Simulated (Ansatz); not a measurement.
# Molecular dynamics of C$_{2}$H$_{10}$BFSi$_{2}$

The input (input.yaml):

```yaml
crystal:
  periodic: [false, false, false]
  atoms:
    - { symbol: B, position_ang: [-0.905336, -2.348629, 0.476595] }
    - { symbol: Si, position_ang: [-0.631125, -0.989384, -0.7697] }
    - { symbol: C, position_ang: [0.439055, 0.604407, -0.511961] }
    - { symbol: C, position_ang: [1.432723, 0.367766, 0.696426] }
    - { symbol: F, position_ang: [1.198436, 0.896042, -1.684075] }
    - { symbol: Si, position_ang: [-0.741486, 2.073763, -0.071578] }
    - { symbol: H, position_ang: [-0.315237, -2.34358, 1.492939] }
    - { symbol: H, position_ang: [-1.513353, -3.302862, 0.157039] }
    - { symbol: H, position_ang: [-1.227977, -1.032731, -2.099642] }
    - { symbol: H, position_ang: [0.343453, -2.203268, -0.758878] }
    - { symbol: H, position_ang: [2.034371, 1.276587, 0.89227] }
    - { symbol: H, position_ang: [2.130036, -0.463886, 0.477524] }
    - { symbol: H, position_ang: [0.872771, 0.114233, 1.616288] }
    - { symbol: H, position_ang: [-1.481249, 1.74514, 1.138238] }
    - { symbol: H, position_ang: [-1.686067, 2.29468, -1.156303] }
    - { symbol: H, position_ang: [0.028182, 3.289021, 0.149118] }
basis:
  gaussian: { orbitals: STO-3G }
hamiltonian:
  xc: pbe
  dispersion: d4
md:
  timestep: 0.5
  n_steps: 200
  ensemble: nve
  temperature: 100.0
  initial_velocities: maxwell_boltzmann
  seed: 7325
```

Run as:

```bash
$ ansatz run input.yaml --threads 1 --pin off --max-ram 2048MiB --backend cpu --events-out ev --progress --plain --runs-dir out
```

It starts at the highest image of a converged band, a first-order saddle point between two minima.

Output, in part (step lines, the closing report, with atoms numbered from 0):

```
md step     0: t =     0.00 fs  T =   100.0 K  F+E_penalty+E_count = -21112.27050347 eV  E_kin = 0.180964 eV  conserved = -21112.08953947 eV  (24 SCF iters)
md step     1: t =     0.50 fs  T =    97.1 K  F+E_penalty+E_count = -21112.26517341 eV  E_kin = 0.175745 eV  conserved = -21112.08942871 eV  (20 SCF iters)
md step     2: t =     1.00 fs  T =    89.4 K  F+E_penalty+E_count = -21112.25088018 eV  E_kin = 0.161729 eV  conserved = -21112.08915125 eV  (19 SCF iters)
md step     3: t =     1.50 fs  T =    79.1 K  F+E_penalty+E_count = -21112.23194221 eV  E_kin = 0.143136 eV  conserved = -21112.08880610 eV  (19 SCF iters)
md step     4: t =     2.00 fs  T =    69.2 K  F+E_penalty+E_count = -21112.21375511 eV  E_kin = 0.125245 eV  conserved = -21112.08851015 eV  (19 SCF iters)
md step     5: t =     2.50 fs  T =    62.2 K  F+E_penalty+E_count = -21112.20094813 eV  E_kin = 0.112588 eV  conserved = -21112.08835994 eV  (19 SCF iters)
md step     6: t =     3.00 fs  T =    59.4 K  F+E_penalty+E_count = -21112.19588101 eV  E_kin = 0.107486 eV  conserved = -21112.08839491 eV  (19 SCF iters)
md step     7: t =     3.50 fs  T =    60.5 K  F+E_penalty+E_count = -21112.19801856 eV  E_kin = 0.109430 eV  conserved = -21112.08858812 eV  (19 SCF iters)
[... lines left out ...]
md step   197: t =    98.50 fs  T =   129.5 K  F+E_penalty+E_count = -21112.32344871 eV  E_kin = 0.234409 eV  conserved = -21112.08903957 eV  (22 SCF iters)
md step   198: t =    99.00 fs  T =   129.4 K  F+E_penalty+E_count = -21112.32304353 eV  E_kin = 0.234145 eV  conserved = -21112.08889828 eV  (21 SCF iters)
md step   199: t =    99.50 fs  T =   128.8 K  F+E_penalty+E_count = -21112.32179238 eV  E_kin = 0.233033 eV  conserved = -21112.08875924 eV  (21 SCF iters)
md step   200: t =   100.00 fs  T =   128.8 K  F+E_penalty+E_count = -21112.32185059 eV  E_kin = 0.233160 eV  conserved = -21112.08869064 eV  (26 SCF iters)
Total energy: -21112.32187751 eV, -775.8635185529 hartree
Atom 0 at    -0.587747    -2.580757     0.330308 Å, force    -0.222642     0.686397    -0.982278 eV/Å
Atom 1 at    -0.744908    -0.926929    -0.695471 Å, force     0.280535    -0.781437     0.838232 eV/Å
Atom 2 at     0.409073     0.615268    -0.480856 Å, force    -0.438376    -0.193521     0.228755 eV/Å
Atom 3 at     1.380211     0.363610     0.743800 Å, force     0.460376    -1.533125    -0.939760 eV/Å
Atom 4 at     1.164025     0.797946    -1.669026 Å, force     0.281889     0.159819    -0.142765 eV/Å
Atom 5 at    -0.709547     2.175551    -0.125111 Å, force     0.162773    -0.065970    -0.415494 eV/Å
Atom 6 at    -0.053246    -2.541657     1.359181 Å, force     0.014966     0.250802     0.341743 eV/Å
Atom 7 at    -1.420267    -3.381641     0.149594 Å, force    -0.014696    -0.067972    -0.080885 eV/Å
Atom 8 at    -1.035824    -0.916740    -2.137888 Å, force    -0.177812    -0.091693    -0.013916 eV/Å
Atom 9 at     0.266440    -2.640252    -0.596031 Å, force    -0.001854     0.117077    -0.029559 eV/Å
Atom 10 at     1.976480     1.244939     0.947890 Å, force     0.474339     0.799827     0.316445 eV/Å
Atom 11 at     2.097085    -0.473654     0.464473 Å, force    -0.637761     0.727632     0.404229 eV/Å
Atom 12 at     0.831538     0.053384     1.648704 Å, force    -0.106235     0.055151     0.077893 eV/Å
Atom 13 at    -1.906959     1.792642     0.593529 Å, force    -0.176004    -0.087126     0.109760 eV/Å
Atom 14 at    -1.091630     2.773025    -1.405285 Å, force     0.011386    -0.097476     0.186093 eV/Å
Atom 15 at     0.027301     3.145469     0.657858 Å, force     0.089116     0.121614     0.101509 eV/Å
Dipole moment:    -0.043087     0.675908    -0.210071 e Å
```

The steps, from the saved trajectory:

| time (fs) | T (K) | potential energy less start (eV) | conserved less start (meV/atom) |
| --- | --- | --- | --- |
| 0.0 | 100 | 0.000 | 0.00 |
| 3.0 | 59 | 0.075 | 0.07 |
| 6.0 | 61 | 0.072 | 0.03 |
| 9.0 | 48 | 0.094 | 0.05 |
| 12.0 | 64 | 0.067 | 0.05 |
| 15.0 | 79 | 0.038 | 0.03 |
| 18.0 | 81 | 0.036 | 0.04 |
| 21.0 | 73 | 0.050 | 0.06 |
| 24.0 | 93 | 0.014 | 0.03 |
| 27.0 | 101 | -0.001 | 0.07 |
| 30.0 | 146 | -0.083 | 0.02 |
| 33.0 | 160 | -0.108 | 0.04 |
| 36.0 | 150 | -0.089 | 0.06 |
| 39.0 | 152 | -0.094 | 0.01 |
| 42.0 | 115 | -0.025 | 0.06 |
| 45.0 | 97 | 0.006 | 0.03 |
| 48.0 | 70 | 0.055 | 0.04 |
| 51.0 | 63 | 0.068 | 0.06 |
| 54.0 | 88 | 0.022 | 0.03 |
| 57.0 | 105 | -0.009 | 0.05 |
| 60.0 | 113 | -0.023 | 0.05 |
| 63.0 | 133 | -0.059 | 0.02 |
| 66.0 | 111 | -0.020 | 0.07 |
| 69.0 | 135 | -0.064 | 0.01 |
| 72.0 | 110 | -0.017 | 0.05 |
| 75.0 | 96 | 0.008 | 0.05 |
| 78.0 | 83 | 0.031 | 0.03 |
| 81.0 | 86 | 0.026 | 0.06 |
| 84.0 | 121 | -0.037 | 0.03 |
| 87.0 | 136 | -0.064 | 0.03 |
| 90.0 | 114 | -0.025 | 0.06 |
| 93.0 | 117 | -0.030 | 0.02 |
| 96.0 | 106 | -0.011 | 0.06 |
| 99.0 | 129 | -0.053 | 0.04 |

All steps were run. The conserved energy stayed within 0.074 meV per atom of its start (net change 0.053 meV per atom), so the integration is sound. A run of 0.1 ps of so small a system gives no equilibrium averages. The orbitals stay closed-shell, which can raise the energy where a bond breaks towards radicals; this wasn't checked here. Limits of this set-up: minimal basis.

The step under study would form B1–H10 and break Si2–H10. These pairs go: B1–H10 1.76 → 1.26 Å, Si2–H10 1.56 → 1.99 Å. In the last frame they stand as after the step (other bonds may differ from the relaxed reactants and products). These pairs come and go: their bonding changes 4 times, last at 92 of 100 fs, so the outcome isn't settled. It ends as one piece, C2H10BFSi2. Pairs count as bonded within 1.25 times the sum of covalent radii (0.12 Å more for H–H).

Last frame:

```xyz
16
Properties=species:S:1:pos:R:3
B -0.588 -2.581 0.330
Si -0.745 -0.927 -0.696
C 0.409 0.615 -0.481
C 1.380 0.364 0.744
F 1.164 0.798 -1.669
Si -0.710 2.176 -0.125
H -0.053 -2.542 1.359
H -1.420 -3.382 0.150
H -1.036 -0.917 -2.138
H 0.266 -2.640 -0.596
H 1.976 1.245 0.948
H 2.097 -0.474 0.465
H 0.832 0.053 1.649
H -1.907 1.793 0.594
H -1.092 2.773 -1.405
H 0.027 3.146 0.658
```

Time of the run: 11 min on 1 thread of Arm Neoverse V2 (shared host), peak memory 0.11 GiB.
